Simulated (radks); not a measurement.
Removal energies from the strontium ion Sr11+, [Ar] 3d(3/2: 4, 5/2: 5), by Delta-SCF beside the eigenvalue of the level emptied. Calculated with a radial shooting solver on a logarithmic mesh with Libxc functionals: Dirac Kohn-Sham, relativistic LDA (MacDonald-Vosko exchange, VWN5 correlation), spin-unpolarised, spherical densities, finite nucleus; Fermi nuclear charge, rms radius of each element as measured or else 0.836 A^(1/3) + 0.57 fm. Sub-shells are occupied by j as written (lower j first in brackets).

3d5/2: final configuration [Ar] 3d(3/2: 4, 5/2: 4); Delta-SCF (eV) 367.07; -eigenvalue (eV) 345.20
3d3/2: final configuration [Ar] 3d(3/2: 3, 5/2: 5); Delta-SCF (eV) 369.17; -eigenvalue (eV) 347.20
3p3/2: final configuration [Ne] 3s2 3p(1/2: 2, 3/2: 3) 3d(3/2: 4, 5/2: 5); Delta-SCF (eV) 490.67; -eigenvalue (eV) 469.42
3p1/2: final configuration [Ne] 3s2 3p(1/2: 1, 3/2: 4) 3d(3/2: 4, 5/2: 5); Delta-SCF (eV) 501.93; -eigenvalue (eV) 480.38
